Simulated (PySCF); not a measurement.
Species: CH7FSeSi2.
Numbering: `[CH3:1][Si@@H:2]([F:3])[Se:4][SiH3:5]` (hydrogens: H6, H7, H8 on C1; H9 on Si2; H10, H11, H12 on Si5)

Method: PBE0-D3(BJ)/def2-SVP geometry optimisation, gas phase in PySCF; density fitting, grid level 1; the optimiser is geomeTRIC in internal coordinates, started from a GFN2-xTB structure with every atom displaced at random (about 0.01 Å).

Step 0: E = -84941.9964 eV
```
atom  x, y, z in Å  |  force x, y, z in eV/Å
C1     -2.1924   -0.0670   -0.7824   -0.104   1.461   0.646
Si2    -0.9166   -0.1630    0.5742    0.345   0.563  -0.516
F3     -0.1683   -1.5766    0.4002    0.551  -0.840  -0.114
Se4     0.6836    1.4915    0.3325   -0.714   0.272   0.075
Si5     2.5924    0.2758    0.1847   -0.806   0.161   0.633
H6     -1.7686   -0.2161   -1.7636    0.530  -0.222  -0.572
H7     -2.9903   -0.7763   -0.6383   -0.592  -0.613   0.180
H8     -2.6507    0.9501   -0.8118    0.136  -0.382   0.112
H9     -1.3979   -0.1868    1.9644   -0.342   0.192   0.196
H10     3.6150    1.3133    0.1376    0.543   0.344  -0.094
H11     2.5280   -0.5316   -1.0056    0.207  -0.612  -0.823
H12     2.7054   -0.5416    1.3989    0.246  -0.325   0.277
```

Task: Estimate the geometry and energy of step 1. (The exact step hangs on the optimiser's Hessian estimate; all steps are aligned on step 0, rigid shifts and turns removed.)

Result: E = -84942.1513 eV, largest force 0.449 eV/Å
```
atom  x, y, z in Å  |  force x, y, z in eV/Å
C1     -2.1639   -0.0414   -0.7580    0.049  -0.254  -0.269
Si2    -0.8285   -0.1777    0.5240   -0.424   0.072   0.129
F3      0.0024   -1.5811    0.3631   -0.037   0.228  -0.026
Se4     0.5907    1.5819    0.3109    0.257  -0.176  -0.029
Si5     2.4771    0.2688    0.2113    0.036   0.104  -0.063
H6     -1.7389   -0.1782   -1.7674   -0.060   0.018   0.067
H7     -2.9594   -0.7896   -0.6047    0.075   0.000   0.007
H8     -2.6265    0.9552   -0.7230    0.020   0.083   0.062
H9     -1.4338   -0.1699    1.8831    0.104  -0.105   0.068
H10     3.5769    1.2680    0.1005    0.044  -0.009   0.008
H11     2.4841   -0.6143   -0.9906   -0.031   0.033   0.022
H12     2.6594   -0.5499    1.4417   -0.031   0.008   0.023
```

The energy changes by -0.1549 eV. The first-order estimate −F·Δx gives -0.4142 eV and the mean of the old and new forces, exact on a quadratic surface, -0.1510 eV. The step makes an angle of 67° with the force vector and moves no atom by more than 0.175 Å.

The cost below is that of the whole optimisation. The run took 83 s on one thread of an Arm Neoverse V1, no GPU, on a shared host, and the process peaked at 0.55 GiB of memory.
